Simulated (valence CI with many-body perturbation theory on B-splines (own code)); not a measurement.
The numbers below are computed, except where a source is named.
## A CI+MBPT run for Ge⁹⁺

Level of theory: valence CI with perturbative core correlation (CI+MBPT): five valence electrons over a frozen Dirac-Fock core [Ar], a basis of 6 s, 6 p, 5 d, 5 f, 1 g functions for each j, with the one-electron correlation potential Σ1 (screened to all orders), the two-electron term Σ2, the three-electron term Σ3, Breit; selected single and double excitations, second order for the rest, scaled by the run's own slope (own B-spline code, finite nucleus).

Command, and the settings that its task file holds:

```sh
python run_cv.py task.json out
```

```
atom Ge  Z=32  mass_number=74  rms_radius_fm=4.0742
core [Ar]
valence 3d5
avg = 1
basis = S
breit = 1
cap = 10000
capref = 1200
cscale = 10
de = 0.0
dress = 0
eps = 2e-08
extrap = 1
h = 0.27
hh = 1
l2 = 2
lcore = 6
maxit = 60
n2 = 5
natural = 1
nlev = 21
nno = [3, 3, 3, 3, 1]
nroot = 26
nsp = [3, 3, 2, 2, 0]
pt2 = 1
qed = 0
rpa = 1
s1 = 1
s2 = 1
s3 = 1
screen = 1
tol = 2e-05
whole = 1
```

It took 37 s on 1 thread of Arm Neoverse V1, with other jobs on the host.

Log. The first blocks belong to the next ion, which gives the ionisation energy. Fields: 2J, parity (1 odd), roots, reference size, generating configurations, candidates as configurations/state functions, variational space P, stored matrix elements, Davidson steps; e2 is the range of second-order energies in hartree. The first line gives the box (bohr), its intervals, the orbitals and the steps of their self-consistent field. Window is the range of levels sought, series limit the energy at which the first omitted orbital would enter, core excitation an estimate of the first excitation out of the core, left out the lowest levels not solved, and shifts from estimates the range by which levels moved from their first estimate, all in cm⁻¹.

```
rmax 11.5 intervals 63 orbitals 40 references ['3d5', '3d4 4s', '3d4 4p'] scf 6 t 1.3
2J=0 par=0 roots 2 ref 17 generators 7 cand 484/974 P 497/991 nnz 0 it 0
2J=0 par=0 roots 2 ref 17 generators 18 cand 1217/3027 P 1714/4018 nnz 1.8e+06 it 5
   second order: generators 28 cand 6287/14394 e2 -0.00005 -0.00002
2J=2 par=0 roots 2 ref 36 generators 5 cand 179/954 P 194/990 nnz 0 it 0
2J=2 par=0 roots 2 ref 36 generators 16 cand 825/3982 P 1019/4972 nnz 4.3e+06 it 7
   second order: generators 23 cand 5001/31778 e2 -0.00018 -0.00009
2J=4 par=0 roots 2 ref 51 generators 8 cand 121/878 P 137/929 nnz 0 it 0
2J=4 par=0 roots 2 ref 51 generators 19 cand 602/4023 P 739/4952 nnz 5.3e+06 it 9
   second order: generators 26 cand 5336/47152 e2 -0.00051 -0.00025
reference levels 556, estimated 31, window 98616 1/cm; series limit 1501375, core excitation 639783
2J=5 par=0 roots 8 ref 81 generators 5 cand 53/811 P 245/3325 nnz 2.7e+06 it 9
2J=5 par=0 roots 8 ref 81 generators 5 cand 540/6658 P 785/9983 nnz 2.1e+07 it 10
   second order: generators 26 cand 15543/508946 e2 -0.00128 -0.00040
2J=11 par=0 roots 3 ref 35 generators 3 cand 67/956 P 313/3392 nnz 2.8e+06 it 5
2J=11 par=0 roots 3 ref 35 generators 3 cand 712/6597 P 1025/9989 nnz 2.2e+07 it 8
   second order: generators 17 cand 12068/388681 e2 -0.00027 -0.00021
2J=7 par=0 roots 5 ref 72 generators 3 cand 56/832 P 244/3398 nnz 2.9e+06 it 5
2J=7 par=0 roots 5 ref 72 generators 3 cand 495/6554 P 739/9952 nnz 2.1e+07 it 7
   second order: generators 22 cand 15410/544944 e2 -0.00142 -0.00087
2J=9 par=0 roots 3 ref 56 generators 3 cand 53/668 P 260/3122 nnz 2.4e+06 it 10
2J=9 par=0 roots 3 ref 56 generators 3 cand 562/6781 P 822/9903 nnz 2.2e+07 it 9
   second order: generators 19 cand 15797/553805 e2 -0.00081 -0.00058
2J=1 par=0 roots 3 ref 39 generators 3 cand 165/904 P 544/3314 nnz 2.4e+06 it 4
2J=1 par=0 roots 3 ref 39 generators 3 cand 954/5064 P 1498/8378 nnz 1.3e+07 it 6
   second order: generators 27 cand 17455/258687 e2 -0.00024 -0.00018
2J=3 par=0 roots 5 ref 67 generators 3 cand 80/888 P 311/3330 nnz 2.6e+06 it 6
2J=3 par=0 roots 5 ref 67 generators 3 cand 696/6615 P 1007/9945 nnz 2e+07 it 8
   second order: generators 21 cand 14880/391031 e2 -0.00057 -0.00039
2J=13 par=0 roots 1 ref 18 generators 1 cand 122/836 P 411/3327 nnz 2.7e+06 it 4
2J=13 par=0 roots 1 ref 18 generators 1 cand 712/5002 P 1123/8329 nnz 1.6e+07 it 5
   second order: generators 16 cand 16569/382130 e2 -0.00016 -0.00016
left out: unestimated 153852, estimated 106079, shifts from estimates -72 to 26
operators 1.4
```

The Davidson iterations converged.

No measured levels were compared; by estimate terms of the open shell hold to 2 to 4 % of their energy, and close levels can change places. Among the levels kept, up to 330 cm⁻¹ of a level comes from second order outside the variational space, and about a tenth of that is noise between levels of different J, which matters for small intervals. Only levels of the ground parity were solved; by the run's estimate the other parity begins above the list, which can be wrong where configurations are misplaced.

```yaml
Valence_energy: -60.44084 hartree
Ionisation_energy: 252.26 eV
Reference_configurations_for_the_orbitals: 3d5, 3d4 4s, 3d4 4p
Radial_orbitals: 40
Box_radius: 11.46 bohr
Largest_variational_space: 9989
Lowest_levels: 3d5 6S_5/2 0.0, 3d5 4G_11/2 59705, 3d5 4G_7/2 59740, 3d5 4G_9/2 59740, 3d5 4G_5/2 59741, 3d5 4P_1/2 67396, 3d5 4P_3/2 67398, 3d5 4P_5/2 67419, 3d5 4D_1/2 71937, 3d5 4D_3/2 71938, 3d5 4D_7/2 71962, 3d5 4D_5/2 71964, 3d5 2I_13/2 86819, 3d5 2I_11/2 86825 cm⁻¹
```
